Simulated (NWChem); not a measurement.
Molecule: CH5AgO2; SMILES C[O][Ag]<-[OH2]

```xyz
9

Ag     0.0577    -0.2685     0.0001
O      0.5118     1.6688    -0.0006
C     -0.4704     2.6348     0.0004
H     -1.1406     2.6172     0.8911
H     -0.0022     3.6437     0.0002
H     -1.1422     2.6175    -0.8891
O     -0.2413    -2.4496     0.0005
H      0.1219    -2.9105     0.7662
H      0.1080    -2.9089    -0.7727
```
Atoms are numbered in this order, from 1.

Computed with NWChem. The geometry was optimised at PBE0/def2-SVP. Not confirmed as a minimum by frequencies. def2 effective core potentials on Ag; no spin-orbit coupling. B3LYP is NWChem's, with the RPA form of VWN correlation.

Question: Among these, which level gives the lowest value of “highest occupied level (eV)”?
(A) B3LYP/def2-SVP
(B) RPBE/def2-SVP
(C) BHandHLYP/def2-SVP
(D) PBE/def2-SVP

Answer: C, BHandHLYP/def2-SVP. Values: BHandHLYP/def2-SVP -6.68; B3LYP/def2-SVP -5.16; PBE/def2-SVP -4.02; RPBE/def2-SVP -3.97
